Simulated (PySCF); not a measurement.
C4H7ClSi, SMILES CC([SiH2]Cl)=C=C.

Coordinates come from a TPSSh-D3(BJ)/def2-SVP optimisation. The structure was generated by enumeration, and PubChem lists no compound with its InChIKey, so it may never have been made. One conformer was computed; it need not be the lowest.

Computed with SMD-ωB97X/6-31G* (PySCF).

Solvation free energies are E(SMD) − E(gas) at the gas-phase geometry, for 1 M in both phases. In vacuum the dipole moment is 2.40 D.

**Question.** Rank water, diethylether, cyclohexanone by solvation free energy, most negative first.

**Answer.** diethylether (-4.0 kcal/mol), cyclohexanone (-3.2 kcal/mol), water (1.2 kcal/mol)
